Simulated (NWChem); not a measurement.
Everything below was run with NWChem. System: tetramethylurea (C5H12N2O), charge 0, spin multiplicity 1, at a geometry optimised with PBE0/def2-SVP. Level: B3LYP/def2-SVP, VWN1-RPA local correlation.

Job file:

```
start mol
memory heap 200 mb stack 900 mb global 1100 mb
geometry units angstroms nocenter noautoz
  C     -2.312191    -0.674611    -0.563328
  N     -1.153037    -0.213945     0.160120
  C     -1.434431     0.495820     1.385289
  C      0.000000     0.000000    -0.578414
  O      0.000000     0.000000    -1.796742
  N      1.153037     0.213945     0.160120
  C      2.312191     0.674611    -0.563328
  C      1.434431    -0.495820     1.385289
  H     -2.949509     0.162684    -0.906336
  H     -2.921379    -1.327867     0.082417
  H     -1.990899    -1.233950    -1.449533
  H     -2.282952     1.189642     1.238610
  H     -1.700912    -0.185356     2.213279
  H     -0.568778     1.095238     1.691162
  H      2.921379     1.327867     0.082417
  H      2.949509    -0.162684    -0.906336
  H      1.990899     1.233950    -1.449533
  H      2.282952    -1.189642     1.238610
  H      1.700912     0.185356     2.213279
  H      0.568778    -1.095238     1.691162
  symmetry group C2
end
basis spherical
  * library def2-svp
end
dft
  xc b3lyp
  semidirect memsize 60000000 filesize 0
  iterations 100
end
task dft energy
```

NWChem printed:

```
             Northwest Computational Chemistry Package (NWChem) 7.3.0
             --------------------------------------------------------

                                NWChem Input Module
                                -------------------

 Scaling coordinates for geometry "geometry" by  1.889725989
 (inverse scale =  0.529177249)

 Turning off AUTOSYM since
 SYMMETRY directive was detected!

                             Geometry "geometry" -> ""
                             -------------------------

 Output coordinates in angstroms (scale by  1.889725989 to convert to a.u.)

  No.       Tag          Charge          X              Y              Z
 ---- ---------------- ---------- -------------- -------------- --------------
    1 C                    6.0000    -2.31219100    -0.67461100    -0.56332800
    2 N                    7.0000    -1.15303700    -0.21394500     0.16012000
    3 C                    6.0000    -1.43443100     0.49582000     1.38528900
    4 C                    6.0000     0.00000000     0.00000000    -0.57841400
    5 O                    8.0000     0.00000000     0.00000000    -1.79674200
    6 N                    7.0000     1.15303700     0.21394500     0.16012000
    7 C                    6.0000     2.31219100     0.67461100    -0.56332800
    8 C                    6.0000     1.43443100    -0.49582000     1.38528900
    9 H                    1.0000    -2.94950900     0.16268400    -0.90633600
   10 H                    1.0000    -2.92137900    -1.32786700     0.08241700
   11 H                    1.0000    -1.99089900    -1.23395000    -1.44953300
   12 H                    1.0000    -2.28295200     1.18964200     1.23861000
   13 H                    1.0000    -1.70091200    -0.18535600     2.21327900
   14 H                    1.0000    -0.56877800     1.09523800     1.69116200
   15 H                    1.0000     2.92137900     1.32786700     0.08241700
   16 H                    1.0000     2.94950900    -0.16268400    -0.90633600
   17 H                    1.0000     1.99089900     1.23395000    -1.44953300
   18 H                    1.0000     2.28295200    -1.18964200     1.23861000
   19 H                    1.0000     1.70091200     0.18535600     2.21327900
   20 H                    1.0000     0.56877800    -1.09523800     1.69116200

 Effective nuclear repulsion energy (a.u.)     416.3378326541

            Nuclear Dipole moment (a.u.)
            ----------------------------
        X                 Y               Z
 ---------------- ---------------- ----------------
     0.0000000000     0.0000000000    -0.0000188973

      Symmetry information
      --------------------

 Group name             C2
 Group number              4
 Group order               2
 No. of unique centers    11

      Symmetry unique atoms

     1    2    3    4    5    9   10   11   12   13   14


 Summary of "ao basis" -> "" (spherical)
 ------------------------------------------------------------------------------
       Tag                 Description            Shells   Functions and Types
 ---------------- ------------------------------  ------  ---------------------
 *                          def2-svp                  on all atoms

                                 NWChem DFT Module
                                 -----------------

 Summary of "ao basis" -> "ao basis" (spherical)
 ------------------------------------------------------------------------------
       Tag                 Description            Shells   Functions and Types
 ---------------- ------------------------------  ------  ---------------------
 C                          def2-svp                 6       14   3s2p1d
 N                          def2-svp                 6       14   3s2p1d
 O                          def2-svp                 6       14   3s2p1d
 H                          def2-svp                 3        5   2s1p

 Summary of "ao basis" -> "ao basis" (spherical)
 ------------------------------------------------------------------------------
       Tag                 Description            Shells   Functions and Types
 ---------------- ------------------------------  ------  ---------------------
 C                          def2-svp                 6       14   3s2p1d
 N                          def2-svp                 6       14   3s2p1d
 O                          def2-svp                 6       14   3s2p1d
 H                          def2-svp                 3        5   2s1p

      Symmetry analysis of basis
      --------------------------

        a          88
        b          84

            General Information
            -------------------
          SCF calculation type: DFT
          Wavefunction type:  closed shell.
          No. of atoms     :    20
          No. of electrons :    64
           Alpha electrons :    32
            Beta electrons :    32
          Charge           :     0
          Spin multiplicity:     1
          Use of symmetry is: on ; symmetry adaption is: on
          Maximum number of iterations: 100
          AO basis - number of functions:   172
                     number of shells:    84
          Convergence on energy requested:  1.00D-06
          Convergence on density requested:  1.00D-05
          Convergence on gradient requested:  5.00D-04

              XC Information
              --------------
                         B3LYP Method XC Potential
                     Hartree-Fock (Exact) Exchange  0.200
                        Slater Exchange Functional  0.800 local
                    Becke 1988 Exchange Functional  0.720 non-local
[...]
              Lee-Yang-Parr Correlation Functional  0.810
                  VWN I RPA Correlation Functional  0.190 local

             Grid Information
             ----------------
          Grid used for XC integration:  medium
          Radial quadrature: Mura-Knowles
          Angular quadrature: Lebedev.
          Tag              B.-S. Rad. Rad. Pts. Rad. Cut. Ang. Pts.
          ---              ---------- --------- --------- ---------
          C                   0.70       49          13.0       434
          N                   0.65       49          11.0       434
          O                   0.60       49          11.0       434
          H                   0.35       45          14.0       434
          Grid pruning is: on
          Number of quadrature shells:   515
          Spatial weights used:  Erf1

          Convergence Information
          -----------------------
          Convergence aids based upon iterative change in
          total energy or number of iterations.
          Levelshifting, if invoked, occurs when the
          HOMO/LUMO gap drops below (HL_TOL):  1.00D-02
          DIIS, if invoked, will attempt to extrapolate
          using up to (NFOCK): 10 stored Fock matrices.

                    Damping( 0%)  Levelshifting(0.5)       DIIS
                  --------------- ------------------- ---------------
          dE  on:    start            ASAP                start
          dE off:    2 iters        100 iters           100 iters

      Screening Tolerance Information
      -------------------------------
          Density screening/tol_rho:  1.00D-10
          AO Gaussian exp screening on grid/accAOfunc:  14
          CD Gaussian exp screening on grid/accCDfunc:  20
          XC Gaussian exp screening on grid/accXCfunc:  20
          Schwarz screening/accCoul:  1.00D-08

      Superposition of Atomic Density Guess
      -------------------------------------

 Sum of atomic energies:        -377.29491779

      Non-variational initial energy
      ------------------------------

 Total energy =    -382.702750
 1-e energy   =   -1335.908811
 2-e energy   =     536.868229
 HOMO         =      -0.250645
 LUMO         =       0.071253

      Symmetry analysis of molecular orbitals - initial
      -------------------------------------------------

  Numbering of irreducible representations:

     1 a           2 b

  Orbital symmetries:

     1 a           2 a           3 b           4 b           5 a
     6 a           7 b           8 a           9 a          10 b
    11 a          12 a          13 b          14 a          15 b
    16 a          17 b          18 a          19 b          20 a
    21 a          22 b          23 b          24 a          25 b
    26 a          27 b          28 a          29 b          30 b
    31 b          32 a          33 b          34 a          35 b
    36 a          37 a          38 b          39 a          40 a
    41 b          42 b

------------------------------------------------------------
EAF file 0: "./mol.aoints.0" size=524288 bytes
------------------------------------------------------------
               write      read    awrite     aread      wait
               -----      ----    ------     -----      ----
     calls:        1         0         0         0         0
   data(b): 5.24e+05  0.00e+00  0.00e+00  0.00e+00
   time(s): 0.00e+00  0.00e+00  0.00e+00  0.00e+00  0.00e+00
rate(mb/s): 0.00e+00  0.00e+00
------------------------------------------------------------

   convergence    iter        energy       DeltaE   RMS-Dens  Diis-err    time
 ---------------- ----- ----------------- --------- --------- ---------  ------
 d= 0,ls=0.0,diis     1   -382.0527595572 -7.98D+02  1.41D-02  1.34D+00     9.9
 d= 0,ls=0.0,diis     2   -381.7288683329  3.24D-01  1.01D-02  4.84D+00    11.9
 d= 0,ls=0.0,diis     3   -382.1979605944 -4.69D-01  1.76D-03  1.25D-01    13.8
 d= 0,ls=0.0,diis     4   -382.2070915447 -9.13D-03  6.33D-04  3.29D-02    15.8
 d= 0,ls=0.0,diis     5   -382.2104473146 -3.36D-03  1.26D-04  7.09D-04    17.8
  Resetting Diis
 d= 0,ls=0.0,diis     6   -382.2105146811 -6.74D-05  4.59D-05  6.80D-05    19.9
 d= 0,ls=0.0,diis     7   -382.2105231578 -8.48D-06  1.81D-05  2.22D-06    21.9
 d= 0,ls=0.0,diis     8   -382.2105230228  1.35D-07  9.84D-06  3.93D-06    23.7

         Total DFT energy =     -382.210523022830
      One electron energy =    -1343.016900087165
           Coulomb energy =      598.522652388699
    Exchange-Corr. energy =      -54.054107978451
 Nuclear repulsion energy =      416.337832654087

 Numeric. integr. density =       64.000009394017

     Total iterative time =     22.4s

                  Occupations of the irreducible representations
                  ----------------------------------------------

                     irrep           alpha         beta
                     --------     --------     --------
                     a                17.0         17.0
                     b                15.0         15.0

                       DFT Final Molecular Orbital Analysis
                       ------------------------------------

 Vector   30  Occ=2.000000D+00  E=-2.648217D-01  Symmetry=b
              MO Center=  8.8D-15,  8.3D-16, -1.2D+00, r^2= 2.3D+00
   Bfn.  Coefficient  Atom+Function         Bfn.  Coefficient  Atom+Function
  ----- ------------  ---------------      ----- ------------  ---------------
    60      0.458485   5 O  px               63      0.307121   5 O  px
    61      0.304067   5 O  py               17      0.268947   2 N  s
    73     -0.268947   6 N  s                64      0.218937   5 O  py
    49      0.167523   4 C  px               18     -0.149014   2 N  px
    74     -0.149014   6 N  px               21      0.120428   2 N  px

 Vector   31  Occ=2.000000D+00  E=-2.312053D-01  Symmetry=b
              MO Center=  4.0D-12,  6.1D-13, -6.9D-01, r^2= 3.3D+00
   Bfn.  Coefficient  Atom+Function         Bfn.  Coefficient  Atom+Function
  ----- ------------  ---------------      ----- ------------  ---------------
    60      0.376546   5 O  px               61     -0.273305   5 O  py
    63      0.265235   5 O  px               19     -0.243616   2 N  py
    75     -0.243616   6 N  py               64     -0.215113   5 O  py
    22      0.208247   2 N  py               78      0.208247   6 N  py
    20      0.157439   2 N  pz               76     -0.157439   6 N  pz

 Vector   32  Occ=2.000000D+00  E=-2.307865D-01  Symmetry=a
              MO Center= -4.0D-12, -6.1D-13,  2.3D-01, r^2= 4.0D+00
   Bfn.  Coefficient  Atom+Function         Bfn.  Coefficient  Atom+Function
  ----- ------------  ---------------      ----- ------------  ---------------
    19      0.355452   2 N  py               75     -0.355452   6 N  py
    22     -0.297872   2 N  py               78      0.297872   6 N  py
    20     -0.164462   2 N  pz               76     -0.164462   6 N  pz
   113      0.130826   9 H  s               148      0.130826  16 H  s
    23      0.128672   2 N  pz               79      0.128672   6 N  pz

 Vector   33  Occ=0.000000D+00  E= 4.493643D-02  Symmetry=b
              MO Center=  5.3D-14, -1.8D-14, -3.6D-01, r^2= 4.9D+00
   Bfn.  Coefficient  Atom+Function         Bfn.  Coefficient  Atom+Function
  ----- ------------  ---------------      ----- ------------  ---------------
    31      0.550660   3 C  s               101     -0.550660   8 C  s
   129     -0.524931  12 H  s               159      0.524931  18 H  s
    47     -0.495490   4 C  py               50     -0.493824   4 C  py
   114     -0.397689   9 H  s               149      0.397689  16 H  s
     3      0.356096   1 C  s                87     -0.356096   7 C  s

 Vector   34  Occ=0.000000D+00  E= 4.588717D-02  Symmetry=a
              MO Center= -1.0D-13,  9.0D-15,  1.3D+00, r^2= 9.4D+00
   Bfn.  Coefficient  Atom+Function         Bfn.  Coefficient  Atom+Function
  ----- ------------  ---------------      ----- ------------  ---------------
    31      1.469526   3 C  s               101      1.469526   8 C  s
     3      0.797941   1 C  s                87      0.797941   7 C  s
   134     -0.795720  13 H  s               164     -0.795720  19 H  s
   139     -0.651348  14 H  s               169     -0.651348  20 H  s
   129     -0.560142  12 H  s               159     -0.560142  18 H  s

 Vector   35  Occ=0.000000D+00  E= 7.408895D-02  Symmetry=b
              MO Center=  1.4D-13, -1.1D-14,  6.8D-01, r^2= 1.1D+01
   Bfn.  Coefficient  Atom+Function         Bfn.  Coefficient  Atom+Function
  ----- ------------  ---------------      ----- ------------  ---------------
     3      1.061576   1 C  s                87     -1.061576   7 C  s
   119     -0.810952  10 H  s               144      0.810952  15 H  s
   134     -0.752203  13 H  s               164      0.752203  19 H  s
    31      0.558472   3 C  s               101     -0.558472   8 C  s
   114     -0.520078   9 H  s               149      0.520078  16 H  s

 center of mass
 --------------
 x =  -0.00000000 y =  -0.00000000 z =  -0.09252378

 moments of inertia (a.u.)
 ------------------
         587.510005550949        -117.790251383690          -0.000000000000
        -117.790251383690        1460.710541875409          -0.000000000000
          -0.000000000000          -0.000000000000        1088.326220591581

     Multipole analysis of the density
     ---------------------------------

     L   x y z        total         alpha         beta         nuclear
     -   - - -        -----         -----         ----         -------
     0   0 0 0      0.000000    -32.000000    -32.000000     64.000000

     1   1 0 0      0.000000      0.000000      0.000000      0.000000
     1   0 1 0     -0.000000     -0.000000     -0.000000      0.000000
     1   0 0 1      1.290811      0.645415      0.645415     -0.000019

     2   2 0 0    -33.249773   -314.293076   -314.293076    595.336379
     2   1 1 0      0.415247    -34.256472    -34.256472     68.928190
     2   1 0 1      0.000000      0.000000      0.000000     -0.000000
     2   0 2 0    -36.707632    -55.805398    -55.805398     74.903165
     2   0 1 1      0.000000      0.000000      0.000000     -0.000000
     2   0 0 2    -40.593817   -162.199005   -162.199005    283.804192

 Task  times  cpu:       23.8s     wall:       23.8s

 Total times  cpu:       23.8s     wall:       23.8s
```
